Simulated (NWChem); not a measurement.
System: C$_{2}$H$_{3}$AgClN; SMILES CC#[N]->[Ag][Cl]

Here is an NWChem input.

```
start job
memory heap 200 mb stack 900 mb global 1100 mb
geometry units angstroms noautoz
  Ag     0.232197     0.255663    -0.354034
  Cl     1.248252     1.407910    -2.040502
  C     -1.913649    -2.137581     3.056747
  C     -1.240495    -1.393603     2.014033
  N     -0.707902    -0.803146     1.179464
  H     -1.911311    -1.559881     3.992315
  H     -1.399340    -3.095232     3.223365
  H     -2.953670    -2.334437     2.758917
end
basis spherical
  * library def2-svp
end
ecp
  Ag library def2-ecp
end
dft
  xc scan
  grid xcoarse
  iterations 150
  mulliken
end
task dft gradient
```

NWChem printed, in part:

```
             Northwest Computational Chemistry Package (NWChem) 7.3.0
             --------------------------------------------------------

 C1  symmetry detected

                             Geometry "geometry" -> ""
                             -------------------------

 Output coordinates in angstroms (scale by  1.889725989 to convert to a.u.)

  No.       Tag          Charge          X              Y              Z
 ---- ---------------- ---------- -------------- -------------- --------------
    1 Ag                  47.0000     0.00841980     0.44848082     0.00005379
    2 Cl                  17.0000    -0.01653703     2.72961921    -0.00011618
    3 C                    6.0000    -0.02398602    -4.23816496    -0.00034182
    4 C                    6.0000     0.00169168    -2.79136425     0.00030440
    5 N                    7.0000     0.01638372    -1.63872193     0.00018275
    6 H                    1.0000     0.75556187    -4.62841218     0.66976447
    7 H                    1.0000     0.15463027    -4.61411563    -1.01824558
    8 H                    1.0000    -1.00571291    -4.59136855     0.34687310

 Effective nuclear repulsion energy (a.u.)     455.3022445740

                                 NWChem DFT Module
                                 -----------------

 Summary of "ao basis" -> "ao basis" (spherical)
 ------------------------------------------------------------------------------
       Tag                 Description            Shells   Functions and Types
 ---------------- ------------------------------  ------  ---------------------
 Ag                         def2-svp                11       31   5s3p2d1f
 Cl                         def2-svp                 8       18   4s3p1d
 C                          def2-svp                 6       14   3s2p1d
 N                          def2-svp                 6       14   3s2p1d
 H                          def2-svp                 3        5   2s1p

            General Information
            -------------------
          SCF calculation type: DFT
          Wavefunction type:  closed shell.
          No. of atoms     :     8
          No. of electrons :    58
           Alpha electrons :    29
            Beta electrons :    29
          Charge           :     0
          Spin multiplicity:     1
          Use of symmetry is: off; symmetry adaption is: off
          Maximum number of iterations: 150
          AO basis - number of functions:   106
                     number of shells:    46
          Convergence on energy requested:  1.00D-06
          Convergence on density requested:  1.00D-05
          Convergence on gradient requested:  5.00D-04

              XC Information
              --------------
                         SCAN Method XC Functional
                  SCAN metaGGA Exchange Functional  1.000
                        SCAN Correlation Potential  1.000

             Grid Information
             ----------------
          Grid used for XC integration:  xcoarse
          Radial quadrature: Mura-Knowles
          Angular quadrature: Lebedev.
          Tag              B.-S. Rad. Rad. Pts. Rad. Cut. Ang. Pts.
          ---              ---------- --------- --------- ---------
          Ag                  1.60       84          11.0       194
          Cl                  1.00       42          12.0       194
          C                   0.70       21          13.0       194
          N                   0.65       21          10.0       194
          H                   0.35       21          14.0       194
          Grid pruning is: on
          Number of quadrature shells:   252
          Spatial weights used:  Erf1

      Superposition of Atomic Density Guess
      -------------------------------------

 Sum of atomic energies:        -757.97169887

      Non-variational initial energy
      ------------------------------

 Total energy =    -737.873558
 1-e energy   =   -1547.335294
 2-e energy   =     569.283152
 HOMO         =      -0.418846
 LUMO         =      -0.066060

     ---------------------------------------------
      Total Density - Mulliken Population Analysis
     ---------------------------------------------

    Atom       Charge   Shell Charges
 -----------   ------   -------------------------------------------------------
    1 Ag  19    18.81  -0.48  1.67  0.82  0.59  0.09  5.98  0.13  0.06  9.32  0.64  0.00
    2 Cl  17    17.54   2.00  1.99  1.23  0.71  5.94  2.18  3.47  0.01
    3 C    6     6.08   1.99  0.94  0.09  2.01  1.04  0.02
    4 C    6     5.66   1.99  0.98  0.29  1.58  0.75  0.06
    5 N    7     7.34   1.99  1.06  0.45  2.38  1.43  0.02
    6 H    1     0.86   0.64  0.19  0.02
    7 H    1     0.86   0.64  0.19  0.02
    8 H    1     0.86   0.64  0.19  0.02

   convergence    iter        energy       DeltaE   RMS-Dens  Diis-err
 ---------------- ----- ----------------- --------- --------- ---------
 d= 0,ls=0.0,diis     1   -739.5522032968 -9.80D+02  3.81D-02  9.89D-01
 d= 0,ls=0.0,diis     2   -735.8143636138  3.74D+00  3.30D-02  3.09D+01
 d= 0,ls=0.0,diis     3   -739.5992912505 -3.78D+00  6.47D-03  9.96D-01
 d= 0,ls=0.0,diis     4   -739.6759553573 -7.67D-02  2.92D-03  3.24D-01
 d= 0,ls=0.0,diis     5   -739.7108733422 -3.49D-02  9.91D-04  6.99D-03
  Resetting Diis
 d= 0,ls=0.0,diis     6   -739.7116345513 -7.61D-04  4.70D-04  1.16D-03
 d= 0,ls=0.0,diis     7   -739.7117945429 -1.60D-04  3.31D-04  1.76D-04
 d= 0,ls=0.0,diis     8   -739.7117502165  4.43D-05  2.13D-04  4.68D-04
 d= 0,ls=0.0,diis     9   -739.7118206591 -7.04D-05  2.20D-05  1.18D-05
 d= 0,ls=0.0,diis    10   -739.7118220545 -1.40D-06  7.05D-06  7.43D-07
 d= 0,ls=0.0,diis    11   -739.7118221152 -6.07D-08  2.72D-06  2.23D-07

         Total DFT energy =     -739.711822115189
      One electron energy =    -1553.467205468859
           Coulomb energy =      634.749454561434
    Exchange-Corr. energy =      -61.172655242956
 Nuclear repulsion energy =      240.178584035192

 Numeric. integr. density =       58.002037382993

                       DFT Final Molecular Orbital Analysis
                       ------------------------------------

 Vector   27  Occ=2.000000D+00  E=-2.243687D-01
              MO Center= -2.0D-03,  1.4D+00, -1.8D-05, r^2= 2.6D+00
   Bfn.  Coefficient  Atom+Function         Bfn.  Coefficient  Atom+Function
  ----- ------------  ---------------      ----- ------------  ---------------
     4      0.486374  1 Ag s                 19      0.487117  1 Ag d  2
    43     -0.389163  2 Cl py                40     -0.289599  2 Cl py
    17      0.281299  1 Ag d  0               2     -0.258401  1 Ag s
    37     -0.170260  2 Cl py                 1      0.122342  1 Ag s
     3     -0.119288  1 Ag s                 24      0.074542  1 Ag d  2

 Vector   28  Occ=2.000000D+00  E=-2.040041D-01
              MO Center= -1.2D-02,  2.3D+00,  1.5D-06, r^2= 2.2D+00
   Bfn.  Coefficient  Atom+Function         Bfn.  Coefficient  Atom+Function
  ----- ------------  ---------------      ----- ------------  ---------------
    44      0.561928  2 Cl pz                41      0.399042  2 Cl pz
    16     -0.304485  1 Ag d -1              42      0.250504  2 Cl px
    38      0.234284  2 Cl pz                39      0.177892  2 Cl px
    15     -0.135695  1 Ag d -2              36      0.104443  2 Cl px
    14      0.086558  1 Ag pz                69     -0.063978  4 C  pz

 Vector   29  Occ=2.000000D+00  E=-2.040005D-01
              MO Center= -1.3D-02,  2.3D+00, -1.8D-04, r^2= 2.2D+00
   Bfn.  Coefficient  Atom+Function         Bfn.  Coefficient  Atom+Function
  ----- ------------  ---------------      ----- ------------  ---------------
    42      0.561895  2 Cl px                39      0.399021  2 Cl px
    15     -0.304430  1 Ag d -2              44     -0.250515  2 Cl pz
    36      0.234271  2 Cl px                41     -0.177898  2 Cl pz
    16      0.135770  1 Ag d -1              38     -0.104447  2 Cl pz
    12      0.086550  1 Ag px                67     -0.063954  4 C  px

 Vector   30  Occ=0.000000D+00  E=-6.150943D-02
              MO Center=  5.4D-02, -2.4D+00,  1.4D-02, r^2= 3.3D+00
   Bfn.  Coefficient  Atom+Function         Bfn.  Coefficient  Atom+Function
  ----- ------------  ---------------      ----- ------------  ---------------
    72      0.408653  4 C  pz                69      0.392900  4 C  pz
    86     -0.373620  5 N  pz                93     -0.360398  6 H  s
    70      0.317089  4 C  px                83      0.318452  5 N  pz
    67      0.304885  4 C  px                84     -0.289896  5 N  px
    98      0.249935  7 H  s                 81      0.247066  5 N  px

[...]

                         DFT ENERGY GRADIENTS

    atom               coordinates                        gradient
                 x          y          z           x          y          z
   1 Ag      0.015911   0.847506   0.000102    0.000049   0.003040  -0.000001
   2 Cl     -0.031250   5.158232  -0.000220   -0.000082   0.003836   0.000000
   3 C      -0.045327  -8.008970  -0.000646    0.000180  -0.005070  -0.000208
   4 C       0.003197  -5.274914   0.000575    0.000354   0.013531   0.000087
   5 N       0.030961  -3.096735   0.000345   -0.000114  -0.011528  -0.000016
   6 H       1.427805  -8.746431   1.265671    0.002396  -0.001490   0.001939
   7 H       0.292209  -8.719414  -1.924205    0.000547  -0.001231  -0.003210
   8 H      -1.900522  -8.676428   0.655495   -0.003330  -0.001087   0.001409
```

Level: SCAN/def2-SVP with def2 effective core potentials on Ag. Structure relaxed at the PBE0/def2-SVP level. No frequency run checked for a minimum. def2 effective core potentials on Ag; no spin-orbit coupling.
